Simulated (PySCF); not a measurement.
From results back to the method.

Species: Cu(AsH3)F (singlet state).
Structure used (PBE0-D3(BJ)/def2-SVP), in Å, numbered top down from 1:
```xyz
6
AsCuFH3 angstrom
Cu    -0.001    0.003   -1.576
As     0.001   -0.003    0.663
H      0.825   -1.022    1.414
H     -1.294   -0.208    1.415
H      0.470    1.220    1.416
F     -0.002    0.009   -3.332
```

The closed-shell ground state was solved 3 times with PySCF (density fitting, gas phase), always in the pcSseg-1 (pcSseg-2 on Cu) basis (146 functions), with these functionals: B3LYP, PBE and PBE0. The calculation is non-relativistic and has no spin–orbit coupling, an omission that weighs most on arsenic.

```
row  total energy (Eh)  HOMO (eV)  LUMO (eV)  dipole (D)
  P         -3977.9798      -6.75      -0.84        7.11
  Q         -3977.2555      -6.95      -0.61        7.28
  R         -3977.2164      -5.48      -1.40        6.59
```

Problem. Which functional belongs to which row?

Solution. P = B3LYP, Q = PBE0, R = PBE. By rising HOMO–LUMO gap: PBE (GGA) 4.08 eV; B3LYP (global hybrid, 20 % exact exchange) 5.91 eV; PBE0 (global hybrid, 25 % exact exchange) 6.34 eV. Total energies of different functionals aren't bounds to one another; each is stationary for its own functional.
